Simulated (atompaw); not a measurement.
PBE PAW (atompaw) dataset for dysprosium, scalar-relativistic all-electron reference.

```json
{
 "Element": "Dy",
 "Generator": "atompaw 4.2.0.5",
 "Type": "PAW",
 "Functional": "PBE",
 "Relativity": "scalar-relativistic",
 "Frozen core": "[Kr] 4d10",
 "Valence charge": "20",
 "Reference configuration": "4f10 5s2 5p6 5d0 6s1 6p1",
 "Partial waves": "5s (bound): rc 2.25 bohr; 6s (bound): rc 2.75 bohr; 5p (bound): rc 2.20 bohr; 6p (bound): rc 2.75 bohr; 5d (bound, empty): rc 2.65 bohr; 5d channel at 1.35 Ry: rc 2.75 bohr; 4f (bound): rc 1.10 bohr; 4f channel at 0.3 Ry: rc 1.10 bohr",
 "Local potential": "bessel scheme, radius 2.50 bohr",
 "Core correction": "smooth core density matched at 1.65 bohr",
 "Augmentation charge": "sinc compensation charge, radius 2.20 bohr; PAW radius 2.75 bohr; waves and projectors: custom rrkj vanderbiltortho"
}
```

All-electron outer shells of the reference configuration (PBE, scalar-relativistic, ld1.x):

```csv
shell,level (eV),outermost node (bohr),outermost maximum (bohr)
4p,-293.01,0.28,0.51
4d,-154.44,0.26,0.53
5s,-50.40,0.63,1.16
5p,-26.82,0.67,1.33
6s,-4.55,1.57,3.40
4f,-4.54,–,0.54
5d,-2.20,0.76,2.06
6p,-1.79,1.91,4.70
```

Results:

```
Cutoffs needed                                           : 160 Ry and 260 Ry (the cutoffs (Ry, on a coarse ladder) from which the occupation-weighted sum of valence levels, in a spherical-Bessel basis at the reference potential, stays within 10 and 1 mRy of its value at 400 Ry)
Ghost test                                               : no extra level below or beside the all-electron valence levels (s, p, d, f tested) (spherical-Bessel basis up to 400 Ry, 20 bohr box)
Lowest eigenvalue of the overlap operator                : 0.08 (p channel)
Overlap eigenvalues printed by atompaw (projector basis) : 0.0864, 0.0926, 0.397, 2.23, 16.8, 26.9, 33.5, 89
Share of each valence orbital outside the PAW sphere     : 5s 1 %, 6s 82 %, 5p 3 %, 6p 95 %, 5d 51 %, 4f 1 %
```

Generation and tests took about 11 s on one core of a shared server CPU.
